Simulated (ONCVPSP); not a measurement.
**What one change does to a pseudopotential (Mo, ONCV)**

Mo (Z = 42), optimised norm-conserving Vanderbilt (ONCV), made with ONCVPSP 4.0.1 (PBEsol, fully relativistic). Core [Ar] 3d10 4s2, reference 4p6 4d5 5s0.75 (charge +0.25). Waves: 5s: rc 3.15 bohr, ncon 4, nbas 7, qcut 2.6 1/bohr, 2 projectors, debl 0.7 Ha; 4p: rc 1.80 bohr, ncon 4, nbas 7, qcut 6.3 1/bohr, 2 projectors, debl 2.7 Ha; 4d: rc 1.55 bohr, ncon 4, nbas 8, qcut 5.3 1/bohr, 1 projector. Local part: polynomial inside 1.55 bohr (lpopt 2, dvloc0 0 Ha). Core correction: none.

Open shells are filled in proportion to 2j + 1.

Change: s: rc 3.72.

Cutoffs: the cutoffs (Ha) at which the residual kinetic energy of the hardest occupied pseudo-wave falls to 1 and 0.1 mHa per electron; they do not see the model core or the augmentation charge, which bear on the density cutoff. Errors are all-electron minus pseudo energies relative to the spin-unpolarised reference configuration.

Question: Predict the effect on cutoff, ghosts and configuration errors.

Answer: The potential gets neither clearly harder nor softer (46 Ha and 93 Ha → 46 Ha and 93 Ha); the d channel sets the loose cutoff, while the largest relative change is in s, which becomes softer; the lowest positive-energy flag moves from s at 1.1 eV to s at 2.2 eV; of the 4 tests that both files solve, the error grows in 0 and shrinks in 2 by more than 15 % and 0.3 meV (median size 9.2 → 8.1 meV); neither file shows a bound ghost.

| quantity | base | changed |
| --- | --- | --- |
| cutoff, loose | 46 Ha | 46 Ha |
| cutoff, tight | 93 Ha | 93 Ha |
| loose cutoff by channel | s 2.6 Ha, p 13 Ha, d 46 Ha | s 2.2 Ha, p 13 Ha, d 46 Ha |
| bound ghosts | none | none |
| GHOST(+) flags under 300 eV | s at 1.1 eV | s at 2.2 eV |
| error for 4p6 4d5 5s1, meV [ΔE -1.20 eV] | -0.5 | -0.5 |
| error for 4p6 4d5 5s0, meV [ΔE 5.71 eV] | -6.7 | -7.3 |
| error for 4p6 4d4 5s0, meV [ΔE 21.16 eV] | +12 | -8.9 |
| error for 4p6 4d4 5s2, meV [ΔE -1.02 eV] | -38 | -13 |
| p3/2: phases at 1.83 bohr within 0.05 rad from the reference energy up to (Ha; the scan ends near 5) | to the end of the scan | to the end of the scan |
| p1/2: phases at 1.83 bohr within 0.05 rad from the reference energy up to (Ha; the scan ends near 5) | to the end of the scan | to the end of the scan |
| d5/2: phases at 1.57 bohr within 0.05 rad from the reference energy up to (Ha; the scan ends near 5) | 3.9 | 3.9 |
| d3/2: phases at 1.57 bohr within 0.05 rad from the reference energy up to (Ha; the scan ends near 5) | 3.8 | 3.8 |
